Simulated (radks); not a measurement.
Kinetic energies: the exact non-interacting value of the Kohn-Sham orbitals and orbital-free approximations, as 100 (|E| - |E exact|)/|E exact|, negative where the magnitude is too small. Species: H 1s1; Ru3+ [Kr] 4d5; Eu2+ [Xe] 4f7; P3+ [Ne] 3s2. All-electron calculation, non-relativistic Kohn-Sham, r2SCAN, spin-polarised, spherical densities, point nucleus; meta-GGA in the generalised Kohn-Sham scheme. Program: a radial shooting solver on a logarithmic mesh with Libxc functionals. Every spin shell is full or empty, so the densities are truly spherical. Functionals are evaluated on that one density, not self-consistently.

functional,H,Ru3+,Eu2+,P3+
exact (hartree),0.500173,4439.89,10423.3,338.612
Thomas-Fermi,-8.64,-5.48,-5.01,-7.40
TF + vW,+91.36,+37.94,+33.51,+55.17
LC94,+2.00,+0.10,0.00,+0.22
APBEK,+1.86,+0.16,+0.04,+0.35
revAPBEK,+2.75,+0.35,+0.20,+0.73
Thakkar,+2.21,-0.50,-0.72,+0.04
LKT,+62.18,+20.24,+17.50,+31.88
PG1,+54.80,+15.95,+13.68,+25.92
Ernzerhof,+6.26,-0.35,-0.48,+0.23
